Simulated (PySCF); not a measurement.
Species: ortho-tolunitrile, C8H7N.
InChI=1S/C8H7N/c1-7-4-2-3-5-8(7)6-9/h2-5H,1H3

All values: B3LYP/def2-SVPD (PySCF, non-relativistic), on one gas-phase PBE0-D3(BJ)/def2-SVP geometry that isn't relaxed in the solvent. The solvent is an IEF-PCM continuum (van der Waals radii × 1.2), and excitations are vertical TDDFT with non-equilibrium linear response and a frozen core. Specific hydrogen bonds and non-electrostatic terms are outside this model.

| run | E − E(gas) (kcal/mol) | HOMO (eV) | HOMO–LUMO gap (eV) | dipole (D) | lowest singlet (eV) | static polarisability (au) |
| --- | --- | --- | --- | --- | --- | --- |
| gas | 0.00 | -7.40 | 5.62 | 4.38 | 4.92 | 98.1 |
| P | -4.67 | -7.27 | 5.56 | 5.50 | 4.84 | 125.7 |
| Q | -6.19 | -7.24 | 5.54 | 5.88 | 4.82 | 137.0 |

Task: The runs were made in acetone and chloroform. Which run belongs to which solvent?

Result: P = chloroform, Q = acetone. The dielectric constants are 4.711 (chloroform), 20.49 (acetone), and the energy falls further as ε rises. The optical constants n² used for the excitations are 2.09, 1.85 in the same order. In this model the ground state sees the solvent through ε alone.

Task: How constant is the ratio of the lowering to (ε − 1)/(2ε + 1)?

Result: 
```
   solvent  (ε − 1)/(2ε + 1)  E − E(gas) (kcal/mol)  ratio (kcal/mol)  polarisation term (kcal/mol)
chloroform             0.356                  -4.67             -13.1                         -5.44
   acetone             0.464                  -6.19             -13.3                         -7.55
```

The ratio changes by +1.7 % in size from chloroform to acetone. The polarisation term is half the interaction of the solute with the induced surface charges.
